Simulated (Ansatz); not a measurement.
MoBr4. The state is a triplet with charge 0. Geometry PBE-D4/def2-SVP; atoms count from 1.

```xyz
5

Mo    0.000    0.000    0.000
Br    1.081   -2.131   -0.158
Br   -1.753   -0.113    1.627
Br   -0.925    0.586   -2.129
Br    1.597    1.658    0.661
```

In the def2 sets Mo takes a core potential; there is no spin–orbit coupling.

Estimate the Mulliken populations from the PBE0/def2-TZVP orbitals of Ansatz.


| atom | charge (e) | spin (α − β) | d electrons |
| --- | --- | --- | --- |
| Mo1 | 1.02 | 1.80 | 4.21 |
| Br2 | -0.25 | 0.05 | – |
| Br3 | -0.25 | 0.05 | – |
| Br4 | -0.25 | 0.05 | – |
| Br5 | -0.25 | 0.05 | – |
Mulliken values depend strongly on the basis.

Where does the spin sit?

Summed by element: Mo 1.80, Br 0.20, of 2 unpaired in all. Largest on single atoms: Mo1 1.80, Br2 0.05, Br4 0.05.

And the Mayer bond orders between heavy atoms (over 0.3)?

Mo1–Br2 1.16 (2.39 Å); Mo1–Br3 1.16 (2.39 Å); Mo1–Br4 1.16 (2.39 Å); Mo1–Br5 1.16 (2.39 Å).
